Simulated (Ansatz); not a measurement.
H5B2Si, SMILES `B[B-][SiH3]` (lower singlet) (charge -1, multiplicity 1). This singlet lies 0.58 eV below the relaxed triplet at the level frozen-core CCSD(T)/aug-cc-pVDZ // PBE0-D3(BJ)/def2-TZVPD (Ansatz, an electronic-structure program).

These are LC-ωPBE/aug-cc-pVTZ // PBE0-D3(BJ)/def2-TZVPD in Ansatz values and carry that method's errors.

Ansatz 0.2 input:
```yaml
crystal:
  periodic: [false, false, false]
  atoms:
    - { symbol: B, position_ang: [1.962044, -0.407123, -0.158401] }
    - { symbol: B, position_ang: [0.477271, -0.040449, -0.068259] }
    - { symbol: Si, position_ang: [-1.430066, 0.334616, 0.096432] }
    - { symbol: H, position_ang: [2.754797, 0.290972, -0.762265] }
    - { symbol: H, position_ang: [2.418274, -1.404311, 0.365151] }
    - { symbol: H, position_ang: [-1.876605, 1.592498, 0.805677] }
    - { symbol: H, position_ang: [-2.025862, -0.781355, 0.911579] }
    - { symbol: H, position_ang: [-2.282703, 0.38181, -1.150728] }
basis:
  gaussian: { orbitals: aug-cc-pVTZ }
hamiltonian:
  xc: lc_wpbe
total_charge: -1
```

Output:

```
Functional definition: LC-wPBE
1124 factors; their error is unknown
661 factors; integrals over basis functions are off by at most 2.5e-5 eV
mean field evaluation 1: about -9304.1881 eV, gradient 2.6e1 eV
mean field evaluation 2: about -9305.8317 eV, gradient 1.8e1 eV
mean field evaluation 4: about -9306.9146 eV, gradient 9.6e-1 eV
mean field evaluation 8: about -9306.9247 eV, gradient 3.8e-2 eV
mean field evaluation 16: about -9306.9024 eV, gradient 4.5e-5 eV
mean field -9306.90241434 eV, -342.0223552820 hartree, gradient 4.5e-5 eV, S^2 0.000000; 0 other end points of the search recorded, 0 dependent functions left out
reference -9306.90241435 eV, -342.0223552825 hartree; 15, 15 occupied and 242, 242 virtual orbitals, 1124 factors
Total energy: -9306.90241435 eV, -342.0223552825 hartree
```
